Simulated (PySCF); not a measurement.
# How methods differ on the ionisation energy of Ti

Ti [Ar] 3d2 4s2 (3F) → Ti⁺ [Ar] 3d2 4s1 (4F), as a difference of total energies. All numbers are calculated (PySCF 2.14, the non-relativistic Hamiltonian (point nucleus), in 6-31G*). Correlated levels: valence: [Ar] frozen. The calculations carry no spin-orbit coupling.

Question: Order these methods by the ionisation energy they give, lowest first.
A. BP86
B. SCS-MP2 (valence)
C. UHF
D. MP2 (valence)

Answer: C (5.513 eV), D (6.082 eV), B (6.199 eV), A (6.732 eV).

These non-relativistic numbers lack the scalar-relativistic shift.

Errors of the correlated levels include the incompleteness of this basis and the frozen core.

MP2 underrates the near-degeneracy of ns² with np² in the lower species.

For comparison: 6.828 eV (measured; NIST levels, between the centres of gravity of the two terms).
